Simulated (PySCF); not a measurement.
Ge(Cl)2(Me)(OH) (CH4Cl2GeO), SMILES [CH3][Ge]([OH])([Cl])[Cl].

Coordinates come from a B3LYP-D3(BJ)/def2-SVP optimisation. The structure was generated by enumeration, and PubChem lists no compound with its InChIKey, so it may never have been made. Other conformers were not sampled.

Two levels are set side by side: PBE/def2-TZVP (PySCF) and r2SCAN/def2-TZVP (PySCF). Same geometry, gas phase. Differences are taken from unrounded values.

| quantity | r2SCAN |
|---|---|
| orbital gap (eV) | 6.42 |
| highest occupied level (eV) | -7.87 |
| lowest empty level (eV) | -1.45 |
| dipole moment (D) | 1.54 |
| mean polarisability (bohr³) | 67.8 |

What does PBE give, and how far is it from r2SCAN? (An estimate is asked for; the answer gives what the named calculation found.)


```tsv
quantity	PBE	PBE minus r2SCAN
orbital gap (eV)	5.73	-0.69
highest occupied level (eV)	-7.47	0.40
lowest empty level (eV)	-1.74	-0.28
dipole moment (D)	1.50	-0.04
mean polarisability (bohr³)	69.8	2.0
```

Rough cost on one machine, each run with all the roots and properties that it gave: r2SCAN against PBE about 3 times.
